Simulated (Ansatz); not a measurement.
Basis sets compared for [(OH)2Al]2NH (Al2NO4H5). Charge 0, multiplicity 1. Geometry B3LYP-D4/def2-SVP. Ansatz on 2 threads of AMD EPYC 7R13 on a shared host; times are rough, and most runs start from earlier orbitals.

```xyz
12

Al    0.983    0.732   -0.036
O     0.866    2.440    0.139
O     2.569    0.156    0.304
N    -0.115   -0.178   -1.250
Al   -1.173   -0.881   -0.061
O    -0.268   -0.106    1.253
O    -2.502   -1.847    0.310
H     0.195    2.957   -0.312
H     2.900   -0.670   -0.053
H    -0.057   -0.215   -2.258
H    -0.293   -0.046    2.211
H    -3.106   -2.341   -0.248
```

Binding counts from free atoms (Al doublet, O triplet, N quartet, H doublet) in the same basis, without a counterpoise term.

```tsv
level	functions	energy (Eh)	HOMO (eV)	LUMO (eV)	binding per atom (eV)	wall time
PBE-D4/def2-SVP	131	-842.7404	-5.46	-1.60	4.17	1.8 s
PBE0-D4/def2-SVP	131	-842.7925	-6.94	-0.80	4.04	2.5 s
```

**Question.** Estimate the rows for PBE-D4/def2-TZVP, PBE0-D4/def2-TZVP.

**Answer.** 
| level | functions | energy (Eh) | HOMO (eV) | LUMO (eV) | binding per atom (eV) | wall time |
| --- | --- | --- | --- | --- | --- | --- |
| PBE-D4/def2-TZVP | 259 | -843.3686 | -5.79 | -1.87 | 4.18 | 3.3 s |
| PBE0-D4/def2-TZVP | 259 | -843.4130 | -7.18 | -1.05 | 4.06 | 6 s |
